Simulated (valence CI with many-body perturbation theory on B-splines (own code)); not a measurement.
**E1 line list for Co XV**

Method: configuration interaction combined with many-body perturbation theory (CI+MBPT): three valence electrons over a frozen Dirac-Fock core [Ne], a basis of 11 s, 11 p, 9 d, 7 f, 5 g, 2 h, 1 i functions for each j, with the one-electron correlation potential Σ1, the two-electron term Σ2, the three-electron term Σ3, Breit, model QED; selected CI, second order for the rest (own B-spline code, finite nucleus).

No measured spectrum was set against this ion. As an estimate, levels of excited configurations hold to 0.05 to 0.15 % of their energy, terms of the ground configuration to about 0.5 %.

Lines 151 to 200 of 264 in falling wavelength, among levels below 1200000 cm⁻¹, chosen from the strongest by gf and those to the six lowest levels. Wavelengths and rates use the calculated energies, so an error of 300 cm⁻¹ moves a line at 225.1 Å by 0.068 % and its rate by three times that or more. Electric multipoles are in the length gauge, E1 and E2 with the static RPA response of the core. Weak lines are less certain than strong ones. Lines between different terms over intervals too small for the method are left out, as are lines whose strength nearly cancels. Where a level lies close to another of its J and parity, the split of strength between their lines is uncertain. The highest levels of a list are the least certain.

Names give the largest LS component (configuration and term), which can be under half, so a name can repeat, a term be missing and a line seem to break the LS rules; names also repeat where a configuration has a term twice. Letters in brackets count levels of one name in rising energy.

| λ vac (Å) | Upper | Lower | A (s⁻¹) | S (a.u.) with core polarisation | S without |
| --- | --- | --- | --- | --- | --- |
| 225.1 | 3s 3p 3d 2D°_5/2 [a] | 3s 3p2 2D_5/2 | 2.99e+10 | 1.01e+00 | 1.05e+00 |
| 224.5 | 3s 3p 3d 4F°_3/2 | 3s 3p2 4P_1/2 | 3.14e+07 | 7.01e-04 | 7.23e-04 |
| 224.0 | 3s 3p 3d 2D°_3/2 [a] | 3s 3p2 2D_3/2 | 3.22e+10 | 7.15e-01 | 7.40e-01 |
| 223.6 | 3s 3p 3d 2D°_5/2 [a] | 3s 3p2 2D_3/2 | 4.56e+09 | 1.51e-01 | 1.56e-01 |
| 223.0 | 3p3 2P°_1/2 | 3s 3p2 4P_1/2 | 2.05e+07 | 2.25e-04 | 2.33e-04 |
| 220.6 | 3p3 2P°_3/2 | 3s 3p2 4P_1/2 | 3.08e+08 | 6.53e-03 | 6.77e-03 |
| 219.6 | 3s 3p 3d 2P°_1/2 [a] | 3s 3p2 2P_1/2 | 3.12e+10 | 3.27e-01 | 3.38e-01 |
| 218.1 | 3p2 3d 2D_3/2 [b] | 3p3 2P°_3/2 | 8.31e+09 | 1.70e-01 | 1.76e-01 |
| 218.0 | 3p2 3d 2P_1/2 [a] | 3p3 2D°_3/2 | 1.44e+10 | 1.47e-01 | 1.52e-01 |
| 216.4 | 3p2 3d 2P_1/2 [b] | 3p3 2P°_1/2 | 2.91e+10 | 2.91e-01 | 3.01e-01 |
| 215.7 | 3p2 3d 2D_3/2 [b] | 3p3 2P°_1/2 | 6.09e+09 | 1.21e-01 | 1.25e-01 |
| 212.2 | 3s 3p 3d 2F°_5/2 [a] | 3s 3p2 2D_5/2 | 3.54e+09 | 1.00e-01 | 1.04e-01 |
| 212.1 | 3s 3p 3d 2P°_1/2 [b] | 3s 3p2 2P_3/2 | 1.16e+10 | 1.09e-01 | 1.13e-01 |
| 212.1 | 3p2 3d 2P_3/2 [b] | 3p3 2P°_3/2 | 1.73e+10 | 3.26e-01 | 3.37e-01 |
| 211.8 | 3s 3p 3d 2P°_3/2 [a] | 3s 3p2 2S_1/2 | 4.38e+10 | 8.23e-01 | 8.51e-01 |
| 211.4 | 3p2 3d 2S_1/2 | 3p3 2P°_3/2 | 3.21e+10 | 2.99e-01 | 3.10e-01 |
| 211.1 | 3p2 3d 4P_5/2 [a] | 3p3 4S°_3/2 | 2.53e+10 | 7.05e-01 | 7.29e-01 |
| 210.8 | 3s 3p 3d 2F°_5/2 [a] | 3s 3p2 2D_3/2 | 1.32e+10 | 3.66e-01 | 3.78e-01 |
| 210.2 | 3s 3p 3d 4P°_5/2 | 3s 3p2 4P_5/2 | 2.69e+09 | 7.41e-02 | 7.66e-02 |
| 209.9 | 3s 3p 3d 2P°_3/2 [b] | 3s 3p2 2P_3/2 | 3.43e+10 | 6.26e-01 | 6.47e-01 |
| 209.6 | 3s 3p 3d 2D°_5/2 [b] | 3s 3p2 2P_3/2 | 6.19e+10 | 1.69e+00 | 1.75e+00 |
| 209.1 | 3p2 3d 2D_3/2 [a] | 3p3 4S°_3/2 | 9.49e+09 | 1.71e-01 | 1.77e-01 |
| 209.1 | 3s 3p 3d 4D°_3/2 | 3s 3p2 4P_5/2 | 8.06e+08 | 1.45e-02 | 1.50e-02 |
| 208.2 | 3s 3p 3d 2P°_1/2 [b] | 3s 3p2 2P_1/2 | 8.05e+09 | 7.17e-02 | 7.42e-02 |
| 207.5 | 3s 3p 3d 2D°_3/2 [b] | 3s 3p2 2P_1/2 | 4.82e+10 | 8.50e-01 | 8.78e-01 |
| 207.4 | 3s 3p 3d 2P°_1/2 [a] | 3s 3p2 2S_1/2 | 1.25e+10 | 1.10e-01 | 1.14e-01 |
| 207.3 | 3p2 3d 4P_5/2 [a] | 3p3 2D°_5/2 | 1.38e+10 | 3.63e-01 | 3.75e-01 |
| 206.9 | 3s2 3d 2D_3/2 | 3s2 3p 2P°_3/2 | 8.68e+09 | 1.52e-01 | 1.57e-01 |
| 205.9 | 3s2 3d 2D_5/2 | 3s2 3p 2P°_3/2 | 4.21e+10 | 1.09e+00 | 1.12e+00 |
| 205.5 | 3p2 3d 4P_1/2 | 3p3 4S°_3/2 | 4.64e+10 | 3.97e-01 | 4.11e-01 |
| 205.3 | 3s 3p 3d 4P°_5/2 | 3s 3p2 4P_3/2 | 2.67e+10 | 6.83e-01 | 7.06e-01 |
| 205.0 | 3p2 3d 4P_5/2 [b] | 3p3 4S°_3/2 | 1.74e+10 | 4.44e-01 | 4.59e-01 |
| 204.9 | 3p2 3d 4P_3/2 | 3p3 4S°_3/2 | 3.66e+10 | 6.21e-01 | 6.42e-01 |
| 204.4 | 3s 3p 3d 2F°_7/2 [a] | 3s 3p2 2D_5/2 | 1.72e+10 | 5.79e-01 | 5.98e-01 |
| 204.2 | 3s 3p 3d 4D°_3/2 | 3s 3p2 4P_3/2 | 6.77e+09 | 1.14e-01 | 1.17e-01 |
| 203.5 | 3s 3p 3d 4D°_7/2 | 3s 3p2 4P_5/2 | 4.21e+10 | 1.40e+00 | 1.45e+00 |
| 203.5 | 3s 3p 3d 4D°_1/2 | 3s 3p2 4P_3/2 | 9.82e+08 | 8.17e-03 | 8.45e-03 |
| 203.1 | 3s 3p 3d 4D°_5/2 | 3s 3p2 4P_5/2 | 2.85e+10 | 7.08e-01 | 7.32e-01 |
| 203.1 | 3p2 3d 2D_3/2 [a] | 3p3 2D°_3/2 | 2.73e+10 | 4.52e-01 | 4.68e-01 |
| 203.0 | 3s 3p 3d 4P°_3/2 | 3s 3p2 4P_5/2 | 1.26e+10 | 2.09e-01 | 2.16e-01 |
| 201.3 | 3p2 3d 4P_5/2 [b] | 3p3 2D°_5/2 | 1.53e+10 | 3.71e-01 | 3.83e-01 |
| 200.2 | 3s 3p 3d 4D°_3/2 | 3s 3p2 4P_1/2 | 2.97e+10 | 4.70e-01 | 4.86e-01 |
| 199.6 | 3s 3p 3d 4D°_1/2 | 3s 3p2 4P_1/2 | 4.28e+10 | 3.36e-01 | 3.48e-01 |
| 198.5 | 3s 3p 3d 4P°_1/2 | 3s 3p2 4P_3/2 | 2.97e+10 | 2.30e-01 | 2.37e-01 |
| 198.5 | 3s 3p 3d 4D°_5/2 | 3s 3p2 4P_3/2 | 1.07e+10 | 2.48e-01 | 2.56e-01 |
| 198.4 | 3s 3p 3d 4P°_3/2 | 3s 3p2 4P_3/2 | 2.12e+10 | 3.27e-01 | 3.38e-01 |
| 197.6 | 3s 3p 3d 2D°_3/2 [a] | 3s 3p2 4P_5/2 | 1.49e+07 | 2.26e-04 | 2.32e-04 |
| 197.5 | 3s2 3d 2D_3/2 | 3s2 3p 2P°_1/2 | 3.82e+10 | 5.81e-01 | 6.00e-01 |
| 197.3 | 3s 3p 3d 2D°_5/2 [a] | 3s 3p2 4P_5/2 | 8.12e+07 | 1.85e-03 | 1.89e-03 |
| 197.1 | 3s 3p 3d 2P°_1/2 [b] | 3s 3p2 2S_1/2 | 1.87e+10 | 1.41e-01 | 1.46e-01 |
